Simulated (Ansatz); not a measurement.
Abridged output of a molecular run in Ansatz:

```
Functional definition: HF
3542 factors; integrals over basis functions are off by at most 9.5e-4 eV
mean field evaluation 1: about -16182.9390 eV, gradient 5.9e1 eV
mean field evaluation 2: about -16183.3192 eV, gradient 5.9e1 eV
mean field evaluation 4: about -16192.8405 eV, gradient 6.1e0 eV
mean field evaluation 8: about -16192.9823 eV, gradient 2.9e-1 eV
mean field -16192.98264437 eV, -595.0811361827 hartree, gradient 9.6e-7 eV, S^2 0.000000; 0 other end points of the search recorded, 0 dependent functions left out
14 core orbitals not correlated: weight in the atoms' cores, before any rotation towards them, 1.000 or more for the frozen orbitals, at most 0.000 for the correlated occupied ones
reference -16192.98264437 eV, -595.0811361827 hartree; 30, 30 occupied and 571, 571 virtual orbitals, 3542 factors
second order -45.66361928 eV of doubles, -0.00000000 eV of singles
cycle   1  -47.38267621 eV  change    -1.7e0 eV  update   1.3e-1
cycle   2  -48.48927228 eV  change    -1.1e0 eV  update   3.6e-2
cycle   3  -48.65011767 eV  change   -1.6e-1 eV  update   1.4e-2
cycle   4  -48.64393836 eV  change    6.2e-3 eV  update   3.4e-3
cycle   5  -48.64400741 eV  change   -6.9e-5 eV  update   1.4e-3
cycle   6  -48.64419300 eV  change   -1.9e-4 eV  update   4.1e-4
cycle   7  -48.64400824 eV  change    1.8e-4 eV  update   1.6e-4
cycle   8  -48.64399753 eV  change    1.1e-5 eV  update   6.4e-5
perturbative correction -1.95674306 eV, -0.0719089810 hartree
Total energy: -16243.58338495 eV, -596.9406791007 hartree
```

Its atoms:

```xyz
31

C     1.041   -2.578    0.231
C    -0.059   -1.772   -0.469
C     0.082   -1.875   -1.985
Al   -0.044    0.068    0.261
C     1.105    1.476   -0.526
C     2.529    1.019   -0.839
C     0.437    2.048   -1.780
C    -1.163    0.530    1.827
C    -1.938    1.828    1.588
C    -2.094   -0.588    2.288
H     0.930   -2.585    1.321
H     2.038   -2.181    0.008
H     1.040   -3.626   -0.096
H    -1.022   -2.218   -0.184
H     0.087   -2.921   -2.317
H     1.018   -1.428   -2.336
H    -0.732   -1.372   -2.514
H     1.164    2.285    0.215
H     3.124    1.831   -1.277
H     2.540    0.195   -1.560
H     3.062    0.674    0.052
H    -0.560    2.454   -1.576
H     1.031    2.862   -2.215
H     0.326    1.288   -2.561
H    -0.446    0.729    2.639
H    -2.487    2.141    2.485
H    -1.284    2.657    1.302
H    -2.683    1.712    0.792
H    -2.832   -0.838    1.519
H    -2.656   -0.304    3.187
H    -1.552   -1.510    2.521
```

Q: Which basis set was used?
A. def2-TZVPPD
B. cc-pV(Q+d)Z
C. def2-TZVPP
D. cc-pV(D+d)Z

A: C. It gives 615 functions.

Q: Write the keys of the input that set method, charge and spin (a neutral closed shell needs none for the last two).

A: 
```yaml
correlation: {method: ccsd_t}
```
